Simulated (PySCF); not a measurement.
C₄H₃FSi, SMILES C#C[SiH](F)C#C. Heavy atoms are numbered as in [SiH:1]([F:2])([C:3]#[CH:4])[C:5]#[CH:6]. Hydrogens are named by the atom that carries them.

Geometry optimised at ωB97X-D3(BJ)/def2-SVP. The structure was generated by enumeration, and PubChem lists no compound with its InChIKey, so it may never have been made.

Calculation: PBE0/pcSseg-1 (PySCF).

GIAO shieldings, no solvent; atoms alike by connectivity are averaged. δ = σ(ref) − σ: ²⁹Si against TMS (σ = 352.7 ppm); ¹⁹F against CFCl3 (σ = 167.2 ppm); ¹³C against TMS (σ = 186.3 ppm); ¹H against TMS (σ = 31.56 ppm), references at their B3LYP-D3(BJ)/def2-TZVP geometries, non-relativistic.

```tsv
atoms	nucleus	count	δ (ppm)
Si1 (SiH)	²⁹Si	1	-49.7
F2	¹⁹F	1	-189.1
C4 (CH)	¹³C	2	___
C3	¹³C	2	86.5
H on Si1	¹H	1	___
H on C4	¹H	2	___
```

Task: Complete the blanks. (An estimate is asked for; the answer gives what the named calculation found.)

Result: 
- H on C4, δ (ppm): 2.80
- C4 (CH), δ (ppm): 105.5
- H on Si1, δ (ppm): 5.15
